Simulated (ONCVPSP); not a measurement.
Reading a pseudo-wave (W (Z = 74))

Columns: radius, all-electron u(r) and pseudo u(r) of the 5d shell (level -11.66 eV) of tungsten in the configuration [Kr] 4d10 4f14 5s2 5p6 5d4 6s1; revPBE, scalar-relativistic, ONCV scheme, ONCVPSP 4.0.1.

```
r (bohr)  all-electron  pseudo
   0.103        0.2183  0.0015
   0.205        0.0212  0.0114
   0.308       -0.2677  0.0356
   0.410       -0.3326  0.0763
   0.513       -0.2203  0.1358
   0.615       -0.0337  0.2138
   0.718        0.1645  0.3098
   0.820        0.3395  0.4152
   0.923        0.4834  0.5201
   1.025        0.5920  0.6102
   1.128        0.6703  0.6796
   1.230        0.7215  0.7256
   1.332        0.7515  0.7526
   1.435        0.7645  0.7646
   1.538        0.7644  0.7644
   1.640        0.7545  0.7545
   1.743        0.7374  0.7373
   1.845        0.7153  0.7152
   1.948        0.6894  0.6893
   2.050        0.6614  0.6614
   2.153        0.6318  0.6318
   2.255        0.6019  0.6018
   2.358        0.5714  0.5714
   2.460        0.5415  0.5414
   2.562        0.5120  0.5120
   2.665        0.4830  0.4830
```

Task: How many radial nodes do the two functions have?

Result: The all-electron 5d function has n − l − 1 = 2; the pseudo-wave has 0, since the states of the same l below it are removed with the core.

Task: At about which radius was the pseudo-wave matched?

Result: 1.56 bohr. The columns agree to 0.0005 from 1.44 bohr on; several derivatives are matched, so the curves merge somewhat inside the radius.

Task: Where does each function peak?

Result: Outermost all-electron maximum near 1.44 bohr, pseudo maximum near 1.44 bohr (to the table’s step).

Task: Is the pseudo-wave norm-conserving?

Result: Yes: the ONCV scheme keeps the norm inside the radius equal to the all-electron one, which fixes the energy derivative of the logarithmic derivative at the level.
